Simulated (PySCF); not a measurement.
# Electron correlation in Cl⁻ (chlorine, charge -1)

[Ar], closed-shell 1S. Computed with PySCF 2.14 in aug-cc-pV(T+d)Z with one added diffuse shell each of s, p, d, f type (7s6p5d3f, 71 functions), with no relativity, point nucleus. Frozen: [Ne]; 8 electrons correlated.

```json
{"level": "CCSD", "correlation energy (mhartree)": "-223.76"}
{"level": "(T)", "correlation energy (mhartree)": "-9.88"}
{"level": "CCSD(T)", "correlation energy (mhartree)": "-233.64"}
```

Diagnostics: T1 = 0.0066, D1 = 0.0103, largest double amplitude 0.029.

Cost of the coupled-cluster step: of the order of 2.3 core-seconds, for 8 correlated electrons.

Iterations:

```
CC2 = 0
CCSD nocc = 4, nmo = 66
frozen orbitals [0, 1, 2, 3, 4]
max_cycle = 100
direct = 0
conv_tol = 1e-08
conv_tol_normt = 1e-06
diis_space = 8
diis_start_cycle = 0
Init t2, MP2 energy = -459.782078888717  E_corr(MP2) -0.208594318684919
Init E_corr(CCSD) = -0.208594318690143
cycle = 1  E_corr(CCSD) = -0.219535469550029  dE = -0.0109411509  norm(t1,t2) = 0.0278356
cycle = 2  E_corr(CCSD) = -0.222895443305366  dE = -0.00335997376  norm(t1,t2) = 0.00852814
cycle = 3  E_corr(CCSD) = -0.223392282881801  dE = -0.000496839576  norm(t1,t2) = 0.00388805
cycle = 4  E_corr(CCSD) = -0.223791452022372  dE = -0.000399169141  norm(t1,t2) = 0.00141981
cycle = 5  E_corr(CCSD) = -0.223789148062146  dE = 2.30396023e-06  norm(t1,t2) = 0.000571186
cycle = 6  E_corr(CCSD) = -0.223765069459963  dE = 2.40786022e-05  norm(t1,t2) = 0.000253819
cycle = 7  E_corr(CCSD) = -0.223762119636783  dE = 2.94982318e-06  norm(t1,t2) = 6.45781e-05
cycle = 8  E_corr(CCSD) = -0.223763815809773  dE = -1.69617299e-06  norm(t1,t2) = 3.16905e-05
cycle = 9  E_corr(CCSD) = -0.223764361225984  dE = -5.45416211e-07  norm(t1,t2) = 6.05475e-06
cycle = 10  E_corr(CCSD) = -0.223764192079475  dE = 1.6914651e-07  norm(t1,t2) = 1.99746e-06
cycle = 11  E_corr(CCSD) = -0.223764164737967  dE = 2.73415082e-08  norm(t1,t2) = 7.08171e-07
cycle = 12  E_corr(CCSD) = -0.223764160859482  dE = 3.87848523e-09  norm(t1,t2) = 1.42992e-07
CCSD converged
E(CCSD) = -459.7972487308912  E_corr = -0.2237641608594815
CCSD(T) correction = -0.0098794952006723
```
